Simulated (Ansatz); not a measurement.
Isolated molecules relaxed with PBE0-D4/def2-TZVP in Ansatz; ΔE leaves out vibrations. CCSD(T)/CBS adds triple-zeta CCSD(T) − MP2 to the extrapolated MP2 energy (def2 sets, frozen cores). Functionals use def2-TZVPP. Elements past krypton have def2 core potentials. For Te outer-core shells are correlated without core-valence functions, which leaves a few kJ/mol of doubt a bond. One conformer a species, not always the lowest.

Consider the ligand exchange at the Si–C bond: `FC([SiH3])[TeH]` + `COB(N)O` → `COB(N)O[SiH3]` + `FC[TeH]`.

| level | ΔE (kcal/mol) | difference from CCSD(T)/CBS |
| --- | --- | --- |
| PBE-D4 | -20.8 | 3.3 |
| r2SCAN-D4 | -24.0 | 0.1 |
| PBE0-D4 | -22.6 | 1.5 |
| ωB97X-V | -24.6 | -0.5 |
| PBE | -21.1 | 3.0 |
| PBE0 | -22.9 | 1.2 |
| MP2/def2-TZVPP | -24.7 | -0.6 |
| MP2/def2-QZVPP | -24.6 | -0.5 |
| HF/CBS(def2) | -31.7 | -7.6 |
| CCSD/CBS(def2) | -25.1 | -1.0 |
| CCSD(T)/CBS | -24.1 | 0 |

Largest T1 diagnostic among the species: 0.012.

In def2-TZVPP, CCSD(T) changes the Hartree–Fock value by +6.6 kcal/mol (the triples alone add +1.0 kcal/mol) and MP2 by +6.5 kcal/mol. From PBE to PBE0 (25 % exact exchange), in def2-TZVPP and without D4, ΔE moves by −1.8 kcal/mol.
